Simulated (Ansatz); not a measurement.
Reaction (cleavage of the Si–B bond): `B[SiH](O)F` + `O[SiH](O)O` → `O[SiH](O)O[SiH](O)F` + BH₃

Isolated molecules relaxed with PBE0-D4/def2-TZVP in Ansatz; ΔE leaves out vibrations. CBS: MP2 limit from def2 TZ/QZ plus the TZ coupled-cluster correction, frozen cores. This one scheme is used for every species. Functionals use def2-TZVPP. B3LYP here is the variant with VWN-RPA as its local correlation; programs differ in this. One conformer a species, not always the lowest.

(1) Is it downhill or uphill in electronic energy at CCSD(T)/CBS, and by how much? (Best estimate.)

(2) What do these levels give: PBE0-D4, ωB97M-V, B2PLYP, r2SCAN, B3LYP, MP2/def2-TZVPP, CCSD(T)/def2-TZVPP, MP2/def2-QZVPP, SCS-MP2/def2-QZVPP, HF/CBS(def2), MP2/CBS(def2), CCSD/CBS(def2)? (An estimate is asked.)

Largest T1 diagnostic among the species: 0.012.

Results:

(1) Computed: Downhill: ΔE = -1.76 eV.

(2) Ansatz gave: PBE0-D4 -1.62, ωB97M-V -1.77, B2PLYP -1.76, r2SCAN -1.71, B3LYP -1.68, MP2/def2-TZVPP -1.83, CCSD(T)/def2-TZVPP -1.76, MP2/def2-QZVPP -1.83, SCS-MP2/def2-QZVPP -1.83, HF/CBS(def2) -1.97, MP2/CBS(def2) -1.82, CCSD/CBS(def2) -1.77 eV.

In def2-TZVPP, CCSD(T) changes the Hartree–Fock value by +0.19 eV (the triples alone add +0.02 eV) and MP2 by +0.12 eV. From PBE to PBE0 (25 % exact exchange), in def2-TZVPP and without D4, ΔE moves by −0.12 eV.
